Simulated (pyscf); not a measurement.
## Hydrogen shift: H₂N–NH–SiH₂• → •HN–NH–SiH₃

Gas phase, doublet surface, charge 0. Bonds broken: N2–H6. Bonds formed: Si5–H6. PySCF, gas phase, ωB97X-D3(BJ)/def2-SVP geometries. MP2 and CC: frozen core, UHF for open shells. ΔMP2 is the change of the MP2 total energy from the triple- to the quadruple-zeta basis.

Transition state (Å):

```xyz
8

N      1.1026     0.4352    -0.1383
N      0.3872     0.8623    -1.3237
H      1.7900     1.1536     0.0853
H      0.1007    -0.0111    -1.7890
Si    -0.3799     0.4523     0.8201
H     -0.8279     1.1359    -0.6599
H     -0.2988     1.2238     2.0992
H     -0.9216    -0.9142     1.0570
```

One imaginary mode, 1892i cm⁻¹; descent along it reached the two sides named.

```csv
bond,change,reactant side (Å),saddle,product side
N2–H6,breaks,1.021,1.411,3.4
Si5–H6,forms,3.0,1.691,1.492
```

Electronic energies relative to the reactant's lowest minimum found (eV):

```
level                             barrier  reaction energy  reverse barrier
--------------------------------  -------  ---------------  ---------------
ωB97X-D3(BJ)/def2-TZVP               1.66            -0.37             2.04
PBE/def2-TZVP                        1.44            -0.23             1.67
r²SCAN/def2-TZVP                     1.49            -0.32             1.81
B3LYP-D3(BJ)/def2-TZVP               1.64            -0.33             1.98
PBE0-D3(BJ)/def2-TZVP                1.60            -0.24             1.84
M06-2X/def2-TZVP                     1.75            -0.22             1.97
ωB97M-D3(BJ)/def2-TZVP               1.66            -0.33             1.99
HF/def2-TZVP                         2.03            -0.55             2.58
MP2/def2-QZVPP                       1.88            -0.11             1.99
CCSD/def2-TZVPP                      1.72            -0.32             2.05
CCSD(T)/def2-TZVPP                   1.64            -0.31             1.95
CCSD(T)/def2-TZVPP + ΔMP2(QZVPP)     1.65            -0.29             1.94
```

With CCSD(T)/def2-TZVPP + ΔMP2(QZVPP) energies and thermal terms (ideal gas, 1 atm, RRHO with modes under 100 cm⁻¹ raised to 100, one conformer, R ln 2 for chiral ones without a mode under 150 cm⁻¹), in eV:

| T (K) | ΔH‡ | ΔG‡ | ΔH | ΔG |
|---|---|---|---|---|
| 298 | 1.47 | 1.51 | -0.38 | -0.37 |
| 600 | 1.45 | 1.56 | -0.38 | -0.36 |
| 900 | 1.44 | 1.61 | -0.37 | -0.35 |
| 1200 | 1.43 | 1.67 | -0.37 | -0.34 |

H₂N–NH–SiH₂• lies 2.33 eV over its isomer H₂N–SiH•–NH₂ (electronic energy, ωB97M-D3(BJ)/def2-TZVP). •HN–NH–SiH₃ lies 2.00 eV over its isomer H₂N–SiH•–NH₂ (electronic energy, ωB97M-D3(BJ)/def2-TZVP). One saddle was located; it need not be the lowest between these sides. The CCSD(T) − MP2 part came from Ansatz, without density fitting, on the same reference.
